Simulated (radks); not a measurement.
Question: The table gives one normalised radial function P(r) = r R(r) (large component) of Ce in [Xe] 4f1 5d2 7f1 (r in bohr). Method: Dirac Kohn-Sham, PBE, spin-unpolarised, spherical densities, point nucleus; open shells are shared between the two j in proportion to 2j + 1; computed with a radial shooting solver on a logarithmic mesh with Libxc functionals.

r,P
0.006956,0.0003
0.01227,0.0012
0.02166,0.0056
0.03823,0.0224
0.06746,0.0717
0.119,0.1556
0.2084,0.1483
0.3678,-0.1211
0.6491,-0.2536
1.145,0.2234
2.021,0.6252
3.567,0.4575
6.295,0.1333
11.11,0.0092
19.61,0.0000
34.6,0.0000
60.57,0.0000
106.9,0.0000

Which n and l does it have? It may be an empty orbital.

Answer: n = 5, l = 2: the number of nodes gives n - l - 1 = 2, the rise at small r points to l (this Dirac orbital starts as r^gamma with gamma = sqrt((l + 1)^2 - (Z/c)^2) = 2.97; the j = 5/2 orbital of l + 1 starts with the same power, but with a smaller coefficient, and then steepens), and the extent must fit the shell. The curve is that of 5d5/2; the two j differ most near the nucleus, where j = l - 1/2 has the larger amplitude, and in heavy atoms j = l - 1/2 is also the more compact. 5d5/2: eigenvalue -6.256 eV, 2 radial nodes at r = 0.299, 0.927 bohr, <r> = 2.88 bohr, 90 % of the charge inside 4.53 bohr.
